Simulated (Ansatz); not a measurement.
**From Al(CH3)3(SH2) to Al(SH2)Cl3: predicting a member**

Gas-phase molecules. On one Al centre that keeps SH2, n of the CH3 ligands are replaced by Cl. The dipole moment y in D at wB97M-V/def2-TZVPP. Shapes: PBE0-D4/def2-TZVP. Flexible molecules stand in one conformer, not always the lowest. Programs: Ansatz 0.2.0.

```
       molecule  n  y (D)
  Al(CH3)3(SH2)  0   3.01
Al(CH3)2(SH2)Cl  1      ?
Al(CH3)(SH2)Cl2  2   4.97
     Al(SH2)Cl3  3   4.81
```

**Question.** Fit y = c + s·n to the known rows and predict Al(CH3)2(SH2)Cl.

**Answer.** 
1. Means of the 3 rows: n = 1.66667, y = 4.263.
2. Σ(Δn)² = 4.6667, Σ(Δn·Δy) = 3.0533, so the slope is 3.0533/4.6667 = 0.65427.
3. Intercept: 4.263 − (0.65427) × 1.66667 = 3.173. The largest residual of the fit is 0.49.
4. Al(CH3)2(SH2)Cl: 3.173 + (0.65427) × 1 = 3.83 D.

The run gave 4.15 D, so the prediction is off by -0.32 D, within the largest residual. The steps per swap are uneven (+1.14, +0.82, -0.16), so a line is a poor model. Dipoles add as vectors. Other levels give for Al(CH3)2(SH2)Cl: r2SCAN-D4/def2-TZVPP 4.19; B3LYP-D4/def2-TZVPP 4.15 D. The series isn't monotonic at this level.
